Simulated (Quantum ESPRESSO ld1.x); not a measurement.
The numbers below are computed, except where a source is named.
One sound ld1.x (Quantum ESPRESSO 7.5) input for neutral erbium gives E = -13078.165 hartree in 33 iterations:

```
 &input
    zed=68.0,
    iswitch=1,
    rel=1,
    lsd=1,
    dft='SLA-VWN',
    config='[Xe] 4f12 6s2',
    verbosity='high',
    prefix='ld1',
    max_out_wfc=37,
    file_charge='ld1.rho',
 /
```

Changed or added lines, one case at a time, and what came of them:

- tr2=1e-30: usable despite the warning. The threshold lies below the rounding noise, so the cycle runs to its limit and warns, but the energy differs from the sound run by less than 1e-5 hartree.
- dft='HF': refused. The program stops in ld1_setup with "HF not implemented yet": ld1.x has no Hartree-Fock; KLI and OEP are its exact-exchange options.
- zed=0.0: crashed. A zed of zero is read as not set; no element symbol is given either, so there is no nucleus and the run dies.
- config='[Xe] 4f12 6s2 7s3': refused. The program stops in el_config with "wrong occupancy:3": an s shell holds at most 2 electrons.
- dft='R2SCAN': refused. The program stops in set_dft_from_name with "libxc needed for this functional": this build has no Libxc.
- isic=1 latt=1: refused. The program stops in ld1_readin with "isic and latter correction not allowed": the two corrections exclude each other.
- xmin=-14.0: usable despite the warning. The mesh starts very near the nucleus, where rounding noise keeps the residual above the threshold; the energy differs from the sound run by -5.55e-05 hartree.
